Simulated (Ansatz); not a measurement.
`NC([SiH3])[SiH3]` and `N[SiH2]C(N)[SiH3]` differ in one atom or group.

Ansatz, PBE0-D4/def2-TZVP geometries, multiplicity 1. Each molecule was computed in one conformer, which needn't be the lowest.

| property | `NC([SiH3])[SiH3]` |
| --- | --- |
| HOMO energy (ωB97M-V/def2-TZVPP) / eV | -9.08 |
| HOMO energy (PBE0/def2-TZVPP) / eV | -6.78 |
| size of the dipole moment (PBE/def2-TZVPP) / D | 0.86 |
| HOMO energy (B3LYP/def2-TZVPP) / eV | -6.56 |
| HOMO–LUMO gap (PBE0/def2-TZVPP) / eV | 6.96 |
| LUMO energy (B3LYP/def2-TZVPP) / eV | -0.06 |

Q: What does the change do to each property? (Estimate.)

A: Ansatz gave: 
```tsv
property	`N[SiH2]C(N)[SiH3]`	shift
HOMO energy (ωB97M-V/def2-TZVPP) / eV	-8.87	0.21
HOMO energy (PBE0/def2-TZVPP) / eV	-6.59	0.19
size of the dipole moment (PBE/def2-TZVPP) / D	1.55	0.69
HOMO energy (B3LYP/def2-TZVPP) / eV	-6.38	0.18
HOMO–LUMO gap (PBE0/def2-TZVPP) / eV	6.91	-0.05
LUMO energy (B3LYP/def2-TZVPP) / eV	0.07	0.13
```

Dipoles are sizes alone; their direction can turn.

Positive LUMOs are unbound, so they and the gaps depend on the basis.

B3LYP here is the variant with VWN-RPA as its local correlation; programs differ in this.
